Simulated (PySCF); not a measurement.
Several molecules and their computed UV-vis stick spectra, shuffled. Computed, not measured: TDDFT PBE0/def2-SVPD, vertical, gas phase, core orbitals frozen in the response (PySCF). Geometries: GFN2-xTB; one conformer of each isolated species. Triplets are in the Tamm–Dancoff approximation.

A. `C1N(CC)N=C[C@H]1C`
B. `O=C[C@@H]1CC(=O)O1`
C. `NC[C@H]1CC=NCC1`
D. `C(=C)/N=C\C(=O)N`
E. `N[C@@H]1[C@H]2CC[C@@H](N)[C@@H]12`

Lowest singlet levels (six at most, fewer where fewer were computed) with oscillator strengths:

1. 5.00 eV (f 0.116); 5.38 eV (f 0.064); 5.89 eV (f 0.003); 5.99 eV (f 0.010); 6.25 eV (f 0.004); 6.33 eV (f 0.005); T1 3.38 eV
2. 4.16 eV (f 0.000); 5.90 eV (f 0.006); 6.14 eV (f 0.009); 6.76 eV (f 0.013); 6.82 eV (f 0.002); 7.67 eV (f 0.010); T1 3.52 eV
3. 4.91 eV (f 0.003); 6.25 eV (f 0.004); 6.37 eV (f 0.010); 6.41 eV (f 0.009); 6.76 eV (f 0.005); 6.91 eV (f 0.006); T1 4.14 eV
4. 5.84 eV (f 0.009); 6.13 eV (f 0.008); 6.27 eV (f 0.001); 6.48 eV (f 0.028); 6.58 eV (f 0.006); 7.04 eV (f 0.037); T1 5.64 eV
5. 3.36 eV (f 0.012); 4.42 eV (f 0.010); 5.30 eV (f 0.024); 6.01 eV (f 0.147); 6.28 eV (f 0.157); 6.58 eV (f 0.040); T1 2.73 eV

Question: Which spectrum belongs to which structure?

Answer: 1 = A, 2 = B, 3 = C, 4 = E, 5 = D.
- A: S1 at 5.00 eV, HOMO→LUMO (95%); Löwdin shares by element: HOMO nitrogen 52%, carbon 24% or more (atoms not listed hold the other 24%); LUMO carbon 36% or more, nitrogen 28% or more (atoms not listed hold the other 36%); HOMO -5.60 and LUMO 0.29 eV.
- B: S1 at 4.16 eV, HOMO→LUMO (97%); S1 has the pattern of n→π* at C=O; HOMO -8.27 and LUMO -1.79 eV.
- C: S1 at 4.91 eV, HOMO→LUMO (94%); Löwdin shares by element: HOMO nitrogen 53% or more, carbon 29% or more (atoms not listed hold the other 19%); LUMO carbon 44% or more, nitrogen 29% or more (atoms not listed hold the other 27%); HOMO -6.62 and LUMO 0.19 eV.
- D: S1 at 3.36 eV, HOMO→LUMO (95%); Löwdin shares by element: HOMO carbon 38% or more, nitrogen 31% or more, oxygen 8% (atoms not listed hold the other 23%); LUMO carbon 39% or more, nitrogen 26% or more, oxygen 13% (atoms not listed hold the other 22%); HOMO -6.96 and LUMO -2.02 eV.
- E: S1 at 5.84 eV, HOMO→LUMO (76%), HOMO→LUMO+2 (20%); Löwdin shares by element: HOMO nitrogen 42% or more, carbon 34% or more (atoms not listed hold the other 25%); LUMO hydrogen 30% or more, carbon 11% or more (atoms not listed hold the other 59%); HOMO -6.20 and LUMO 0.72 eV.
A and C have S1 within 0.09 eV of each other; their strongest listed levels stand at 5.00 eV (f 0.116) and 6.37 eV (f 0.010).

Without π bonds the low states may be Rydberg-like; a valence basis with one diffuse set may place them up to an eV too high.
